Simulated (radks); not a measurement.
Results of a calculation; reference values are marked as such.
Spherical quantum dot in the effective-mass picture: electrons in a well V = -V0 / (1 + exp((r - R)/a)) with V0 = 16.3, R = 3.17, a = 0.29, with a point charge +1 (a donor) at the centre, all in effective atomic units (hartree* = m*/eps^2 hartree, bohr* = eps/m* bohr), one dielectric constant everywhere. Level of theory: non-relativistic Kohn-Sham, LDA (Slater exchange, Perdew-Wang correlation), spin-polarised, spherical densities (a radial shooting solver with Libxc functionals). Levels are named by radial order and angular momentum (1s, 1p, 1d, 2s, ...), and open shells are averaged over m.

N = 3, configuration 1s2 1p(up 1, down 0). This is the lowest configuration that the search found. Occupied and some empty levels:

level,occupation,eigenvalue (hartree*),<r> (bohr*)
1s up,1,-15.107,1.246
1s down,1,-15.053,1.234
1p up,1,-14.303,1.674
1p down,0,-14.235,1.674
2s up,0,-13.511,1.504
1d up,0,-13.487,1.879
2s down,0,-13.467,1.514
1d down,0,-13.420,1.883
1f up,0,-12.557,2.026
1f down,0,-12.493,2.030

Energy (hartree*): total -47.0251, kinetic 2.3775, external -51.190, Hartree 2.9086, exchange-correlation -1.1216.
